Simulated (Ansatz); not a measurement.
Telling isomers of H4N2SiTe apart by their spectra

These gas-phase data were calculated for one isomer of H4N2SiTe at B3LYP-D3(BJ)/def2-SVP (harmonic, unscaled wavenumbers; equilibrium rotational constants with average atomic masses):

* rotational constants: 7.506, 1.418, 1.193 GHz
* all wavenumbers above 1500 cm⁻¹: 3685, 3684, 3580, 3576, 1534, 1514

Candidates:

(1) `[H]/N=[Si](/N)[TeH]`, a singlet
(2) `N[Si@@H]1N[Te]1`, a singlet
(3) `N[Si](N)=[Te]`, a singlet

Problem. Which candidate do the data belong to?

Solution. Candidate (3). No mode falls between 2000 and 2380 cm⁻¹, where the Si–H stretch of (2) would stand. 4 modes lie between 3250 and 3800 cm⁻¹, one for each N–H bond, while (1) has 3.

The same quantities for all candidates:

```tsv
	rotational constants (GHz)	wavenumbers above 1500 cm⁻¹	E above the lowest, B3LYP-D3(BJ)/def2-SVP (kcal/mol)
(1)	7.025, 1.398, 1.168	3691, 3620, 3581, 2116, 1518	39.9
(2)	8.634, 1.558, 1.442	3666, 3567, 3530, 2261, 1530	40.7
(3)	7.506, 1.418, 1.193	3685, 3684, 3580, 3576, 1534, 1514	0.0
```

Harmonic stretches to hydrogen usually lie a few per cent above observed fundamentals. Each candidate is one conformer. Atoms past krypton carry core potentials. Programs: Ansatz 0.2.0.
